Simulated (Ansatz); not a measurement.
**Molecular dynamics of CuSi$_{16}$, charge +1**

Input file:

```yaml
crystal:
  lattice:
    - [0.0, 5.43, 5.43]
    - [5.43, 0.0, 5.43]
    - [5.43, 5.43, 0.0]
  atoms:
    - { symbol: Si, position: [-0.00304284, 0.02796747, -0.03711493] }
    - { symbol: Si, position: [0.1421119, 0.1051241, 0.12863411] }
    - { symbol: Si, position: [-0.00832551, 0.03183876, 0.46866112] }
    - { symbol: Si, position: [0.08562024, 0.17566335, 0.58601772] }
    - { symbol: Si, position: [0.0602991, 0.48120496, -0.02543291] }
    - { symbol: Si, position: [0.1411799, 0.66028532, 0.07030463] }
    - { symbol: Si, position: [0.01848479, 0.52619146, 0.45685209] }
    - { symbol: Si, position: [0.17454854, 0.62224461, 0.57763424] }
    - { symbol: Si, position: [0.48595325, -0.05456957, 0.03555475] }
    - { symbol: Si, position: [0.60564632, 0.08083169, 0.15954262] }
    - { symbol: Si, position: [0.46614672, 0.00682392, 0.53424919] }
    - { symbol: Si, position: [0.61886781, 0.10891493, 0.64498729] }
    - { symbol: Si, position: [0.51019332, 0.48268407, 0.02291685] }
    - { symbol: Si, position: [0.70297221, 0.55218107, 0.13133976] }
    - { symbol: Si, position: [0.52552718, 0.47463981, 0.49913104] }
    - { symbol: Si, position: [0.63721573, 0.64621555, 0.60066977] }
    - { symbol: Cu, position: [0.67807764, 0.26638002, 0.80540811] }
total_charge: 1
basis:
  ecutwfc: 420.0
kpoints:
  mp_grid: { grid: [2, 2, 2] }
hamiltonian:
  xc: pbe
  pseudopotentials: { kind: paw, azcp: { folder: soft_1 } }
scf:
  occupations: { method: fermi_dirac, width: 0.02 }
  lower_state_search: "off"
md:
  timestep: 3.0
  n_steps: 210
  ensemble: nvt_nose_hoover
  temperature: 1260.0
  initial_velocities: maxwell_boltzmann
  seed: 339849
  nose_hoover: { tau: 200.0, chain_length: 3 }
```

Run as:

```bash
$ ansatz run input.yaml --threads 1 --pin off --max-ram 3072MiB --backend cpu --events-out ev --progress --plain --runs-dir out
```

It goes on from the last frame of an earlier run, with new velocities.

Output, in part (step lines):

```
md step     0: t =     0.00 fs  T =  1260.0 K  F+E_penalty+E_count = -16800.45728441 eV  E_kin = 2.605882 eV  conserved = -16797.85140283 eV  (10 SCF iters)
md step     1: t =     3.00 fs  T =  1204.4 K  F+E_penalty+E_count = -16800.34209484 eV  E_kin = 2.490890 eV  conserved = -16797.85121143 eV  (7 SCF iters)
md step     2: t =     6.00 fs  T =  1146.2 K  F+E_penalty+E_count = -16800.22212019 eV  E_kin = 2.370547 eV  conserved = -16797.85163387 eV  (7 SCF iters)
md step     3: t =     9.00 fs  T =  1085.5 K  F+E_penalty+E_count = -16800.09641611 eV  E_kin = 2.245066 eV  conserved = -16797.85155601 eV  (8 SCF iters)
md step     4: t =    12.00 fs  T =  1025.0 K  F+E_penalty+E_count = -16799.97018004 eV  E_kin = 2.119848 eV  conserved = -16797.85081029 eV  (8 SCF iters)
md step     5: t =    15.00 fs  T =   972.2 K  F+E_penalty+E_count = -16799.85908561 eV  E_kin = 2.010612 eV  conserved = -16797.84938310 eV  (5 SCF iters)
md step     6: t =    18.00 fs  T =   940.3 K  F+E_penalty+E_count = -16799.79004583 eV  E_kin = 1.944630 eV  conserved = -16797.84694027 eV  (5 SCF iters)
md step     7: t =    21.00 fs  T =   948.4 K  F+E_penalty+E_count = -16799.80328621 eV  E_kin = 1.961535 eV  conserved = -16797.84410472 eV  (6 SCF iters)
[... lines left out ...]
md step   210: t =   630.00 fs  T =  1476.8 K  F+E_penalty+E_count = -16798.76532979 eV  E_kin = 3.054235 eV  conserved = -16797.83842031 eV  (8 SCF iters)
```

The steps, from the saved trajectory:

```tsv
time (fs)	T (K)	potential energy less start (eV)	conserved less start (meV/atom)
0.0	1260	0.000	0.00
21.0	948	0.654	0.43
42.0	1260	0.008	-0.23
63.0	1151	0.243	-0.42
84.0	1044	0.496	0.15
105.0	1046	0.524	0.26
126.0	1082	0.488	0.26
147.0	1359	-0.040	-0.28
168.0	1158	0.435	0.19
189.0	1245	0.323	0.10
210.0	946	1.004	0.26
231.0	1276	0.396	-0.31
252.0	1199	0.658	0.09
273.0	1367	0.453	0.45
294.0	1236	0.874	0.71
315.0	1727	0.005	-0.24
336.0	970	1.735	0.75
357.0	1553	0.655	0.16
378.0	1100	1.779	1.24
399.0	1668	0.743	0.22
420.0	1394	1.462	0.66
441.0	1258	1.867	0.95
462.0	1309	1.866	0.73
483.0	1480	1.608	0.80
504.0	1760	1.113	0.27
525.0	1804	1.076	0.16
546.0	1604	1.530	0.88
567.0	1561	1.623	0.96
588.0	1824	1.049	0.44
609.0	1518	1.643	0.53
630.0	1477	1.692	0.76
```

All steps were run. The conserved energy stayed within 1.5 meV per atom of its start (net change 0.76 meV per atom), so the integration is sound. The mean temperature of the second half is 17 % above the set value. A run of 0.63 ps of so small a system gives no equilibrium averages. Limits of this set-up: coarse k mesh, charged cell in a uniform background, uncorrected.

Mean squared displacements from the first frame to the last, about the centre of mass: Si 0.26 Å², Cu 0.49 Å².

Last frame:

```xyz
17
Lattice="0.0000 5.4300 5.4300 5.4300 0.0000 5.4300 5.4300 5.4300 0.0000" Properties=species:S:1:pos:R:3
Si 0.044 0.201 -0.384
Si 1.346 1.288 1.163
Si 2.879 2.537 -0.040
Si 4.363 4.354 1.116
Si 2.893 -0.007 2.970
Si 4.116 1.489 3.947
Si 5.496 3.040 2.986
Si 6.979 4.136 4.410
Si 0.065 2.758 2.584
Si 1.536 4.269 4.144
Si 2.939 5.253 2.646
Si 4.348 6.580 3.807
Si 2.188 2.430 5.641
Si 3.719 3.859 6.994
Si 5.134 5.191 5.644
Si 6.518 6.369 7.164
Cu 5.181 8.342 5.132
```

Run time: 18 min on 1 thread of Arm Neoverse V2, on a shared host, peak memory 0.66 GiB.
